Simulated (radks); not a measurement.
Values are calculated unless marked as measured or tabulated.
Spin polarisation of the 5d8 shell in Au3+. Start: [Xe] 4f14 5d(up 4, down 4); electrons of 5d are moved from spin down to spin up, other shells keep equal spins. Level of theory: scalar-relativistic Kohn-Sham, PBE, spin-polarised, spherical densities, point nucleus (a radial shooting solver on a logarithmic mesh with Libxc functionals).

\begin{tabular}{lrrrrr}
moment (Bohr magnetons) & E - E(0) (eV) & e(5d up) (eV) & e(5d down) (eV) & 5p down minus up (eV) & 4f down minus up (eV) \\ \hline
0 & 0.000 & -40.628 & -40.628 & 0.000 & 0.000 \\
0.5 & -0.046 & -40.807 & -40.442 & 0.330 & 0.060 \\
1 & -0.183 & -40.979 & -40.248 & 0.660 & 0.119 \\
1.5 & -0.411 & -41.144 & -40.046 & 0.990 & 0.179 \\
2 & -0.731 & -41.302 & -39.835 & 1.322 & 0.239 \\
\end{tabular}

At moment 2 the spin-polarisation energy is -0.731 eV and the 5d exchange splitting 1.466 eV, that is 0.733 eV per Bohr magneton; E = -I m^2/4 would give I = 0.731 eV.
